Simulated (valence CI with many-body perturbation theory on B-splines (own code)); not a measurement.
## Level structure of Tm35+

Computed by valence CI with perturbative core correlation (CI+MBPT): six valence electrons over a frozen Dirac-Fock core [Ar] 3d10, a basis of 9 s, 9 p, 8 d, 6 f, 3 g, 1 h functions for each j, with the one-electron correlation potential Σ1 (screened to all orders), the two-electron term Σ2, the three-electron term Σ3, Breit, model QED; selected single and double excitations, second order for the rest (own B-spline code, finite nucleus).

No measured spectrum was set against this ion. As an estimate, large intervals hold to a few tenths of a per cent, small ones and those within an open d or f shell to about a per cent. Among the levels kept, up to 1000 cm⁻¹ of a level comes from second order outside the variational space, and about a tenth of that is noise between levels of different J, which matters for small intervals.

Levels 1 to 39 of 39, with energies above the lowest level, (4s^2 4p1/2^2 4p3/2^2) J=2. "Leading %" is the weight of the configuration and term that name the level; weights of strongly mixed levels are sums over their largest components and can fall short. In the jj column 3d3/2^4 stands for four electrons in 3d with j = 3/2.

| No. | Configuration | Term | J | E (cm⁻¹) | Leading % | g | Second component | Leading jj |
| --- | --- | --- | --- | --- | --- | --- | --- | --- |
| 1 | 4s²4p⁴ | ³P | 2 | 0 | 70 | 1.350 | 29 % 4s²4p⁴ ¹D | 4s^2 4p1/2^2 4p3/2^2 (99 %) |
| 2 | 4s²4p⁴ | ¹S | 0 | 63302 | 60 |  | 38 % 4s²4p⁴ ³P | 4s^2 4p1/2^2 4p3/2^2 (98 %) |
| 3 | 4s²4p⁴ | ³P | 1 | 503620 | 98 | 1.498 |  | 4s^2 4p1/2 4p3/2^3 (98 %) |
| 4 | 4s²4p⁴ | ¹D | 2 | 536610 | 70 | 1.143 | 29 % 4s²4p⁴ ³P | 4s^2 4p1/2 4p3/2^3 (98 %) |
| 5 | 4s²4p⁴ | ³P | 0 | 1066400 | 60 |  | 38 % 4s²4p⁴ ¹S | 4s^2 4p3/2^4 (98 %) |
| 6 | 4s²4p³4d | ³F° | 2 | 1090200 | 26 | 1.095 | 20 % 4s²4p³4d ³D° | 4s^2 4p1/2^2 4p3/2 4d3/2 (93 %) |
| 7 | 4s²4p³4d | ³P° | 1 | 1103200 | 27 | 1.165 | 26 % 4s²4p³4d ⁵D° | 4s^2 4p1/2^2 4p3/2 4d3/2 (88 %) |
| 8 | 4s²4p³4d | ³P° | 0 | 1113500 | 55 |  | 32 % 4s²4p³4d ⁵D° | 4s^2 4p1/2^2 4p3/2 4d3/2 (97 %) |
| 9 | 4s²4p³4d | ³F° | 3 | 1118800 | 28 | 1.142 | 19 % 4s²4p³4d ⁵D° | 4s^2 4p1/2^2 4p3/2 4d3/2 (91 %) |
| 10 | 4s4p⁵ | ³P° | 2 | 1161400 | 52 | 1.358 | 18 % 4s²4p³4d ³P° | 4s 4p1/2^2 4p3/2^3 (52 %) |
| 11 | 4s²4p³4d | ³F° | 4 | 1214500 | 46 | 1.277 | 31 % 4s²4p³4d ⁵D° | 4s^2 4p1/2^2 4p3/2 4d5/2 (98 %) |
| 12 | 4s4p⁵ | ¹P° | 1 | 1291100 | 26 | 1.279 | 25 % 4s4p⁵ ³P° | 4s 4p1/2^2 4p3/2^3 (49 %) |
| 13 | 4s4p⁵ | ³P° | 2 | 1298000 | 34 | 1.349 | 17 % 4s²4p³4d ⁵D° | 4s^2 4p1/2^2 4p3/2 4d5/2 (53 %) |
| 14 | 4s²4p³4d | ³D° | 3 | 1308000 | 31 | 1.162 | 19 % 4s²4p³4d ³F° | 4s^2 4p1/2^2 4p3/2 4d5/2 (84 %) |
| 15 | 4s²4p³4d | ³D° | 1 | 1367400 | 40 | 0.941 | 14 % 4s4p⁵ ³P° | 4s^2 4p1/2^2 4p3/2 4d5/2 (56 %) |
| 16 | 4s²4p³4d | ⁵D° | 0 | 1561100 | 43 |  | 24 % 4s²4p³4d ¹S° | 4s^2 4p1/2 4p3/2^2 4d3/2 (89 %) |
| 17 | 4s²4p³4d | ³D° | 1 | 1564000 | 45 | 0.989 | 36 % 4s²4p³4d ⁵D° | 4s^2 4p1/2 4p3/2^2 4d3/2 (93 %) |
| 18 | 4s²4p³4d | ³F° | 2 | 1567300 | 44 | 1.031 | 27 % 4s²4p³4d ⁵D° | 4s^2 4p1/2 4p3/2^2 4d3/2 (96 %) |
| 19 | 4s²4p³4d | ³F° | 3 | 1592800 | 38 | 1.103 | 26 % 4s²4p³4d ³G° | 4s^2 4p1/2 4p3/2^2 4d3/2 (92 %) |
| 20 | 4s²4p³4d | ³G° | 4 | 1625700 | 51 | 1.066 | 30 % 4s²4p³4d ¹G° | 4s^2 4p1/2 4p3/2^2 4d3/2 (97 %) |
| 21 | 4s²4p³4d | ³F° | 2 | 1663400 | 60 | 0.847 | 25 % 4s²4p³4d ¹D° | 4s^2 4p1/2 4p3/2^2 4d3/2 (92 %) |
| 22 | 4s4p⁵ | ³P° | 0 | 1664500 | 43 |  | 32 % 4s²4p³4d ¹S° | 4s^2 4p1/2 4p3/2^2 4d5/2 (52 %) |
| 23 | 4s²4p³4d | ³D° | 3 | 1674300 | 58 | 1.340 | 28 % 4s²4p³4d ⁵D° | 4s^2 4p1/2 4p3/2^2 4d5/2 (96 %) |
| 24 | 4s²4p³4d | ⁵D° | 4 | 1681200 | 49 | 1.289 | 19 % 4s²4p³4d ³G° | 4s^2 4p1/2 4p3/2^2 4d5/2 (97 %) |
| 25 | 4s²4p³4d | ¹P° | 1 | 1681200 | 22 | 1.005 | 17 % 4s²4p³4d ³D° | 4s^2 4p1/2 4p3/2^2 4d5/2 (67 %) |
| 26 | 4s²4p³4d | ³F° | 4 | 1721200 | 67 | 1.176 | 29 % 4s²4p³4d ¹G° | 4s^2 4p1/2 4p3/2^2 4d5/2 (97 %) |
| 27 | 4s²4p³4d | ³S° | 1 | 1732300 | 40 | 1.503 | 21 % 4s²4p³4d ³P° | 4s^2 4p1/2 4p3/2^2 4d3/2 (79 %) |
| 28 | 4s²4p³4d | ³G° | 5 | 1733600 | 99 | 1.197 |  | 4s^2 4p1/2 4p3/2^2 4d5/2 (99 %) |
| 29 | 4s²4p³4d | ³P° | 2 | 1733600 | 46 | 1.294 | 17 % 4s²4p³4d ³D° | 4s^2 4p1/2 4p3/2^2 4d3/2 (82 %) |
| 30 | 4s²4p³4d | ³D° | 3 | 1738900 | 52 | 1.176 | 19 % 4s²4p³4d ³F° | 4s^2 4p1/2 4p3/2^2 4d3/2 (85 %) |
| 31 | 4s²4p³4d | ³D° | 2 | 1789700 | 47 | 1.267 | 28 % 4s²4p³4d ³P° | 4s^2 4p1/2 4p3/2^2 4d5/2 (97 %) |
| 32 | 4s²4p³4d | ³D° | 1 | 1791500 | 32 | 1.022 | 28 % 4s²4p³4d ¹P° | 4s^2 4p1/2 4p3/2^2 4d3/2 (65 %) |
| 33 | 4s²4p³4d | ¹F° | 3 | 1814000 | 34 | 1.129 | 33 % 4s²4p³4d ³F° | 4s^2 4p1/2 4p3/2^2 4d5/2 (98 %) |
| 34 | 4s4p⁵ | ³P° | 0 | 1831600 | 38 |  | 25 % 4s²4p³4d ¹S° | 4s^2 4p1/2 4p3/2^2 4d5/2 (44 %) |
| 35 | 4s²4p³4d | ³D° | 2 | 1838400 | 41 | 1.066 | 18 % 4s²4p³4d ³F° | 4s^2 4p1/2 4p3/2^2 4d5/2 (86 %) |
| 36 | 4s²4p³4d | ³D° | 1 | 1850300 | 30 | 1.055 | 26 % 4s²4p³4d ³P° | 4s^2 4p1/2 4p3/2^2 4d5/2 (51 %) |
| 37 | 4s²4p³4d | ¹F° | 3 | 1869600 | 45 | 1.057 | 19 % 4s²4p³4d ³F° | 4s^2 4p1/2 4p3/2^2 4d5/2 (80 %) |
| 38 | 4s²4p³4d | ¹D° | 2 | 1897800 | 39 | 1.209 | 32 % 4s²4p³4d ³P° | 4s^2 4p1/2 4p3/2^2 4d5/2 (87 %) |
| 39 | 4s²4p³4d | ³S° | 1 | 1907100 | 25 | 1.357 | 25 % 4s4p⁵ ¹P° | 4s 4p1/2 4p3/2^4 (43 %) |

The ionisation energy to 4s²4p³ ²P°3/2 of the next ion comes out as 1544 eV (NIST: 1542 ± 5 eV (theoretical)). All 39 levels together are meant to be complete up to 1924300 cm⁻¹.
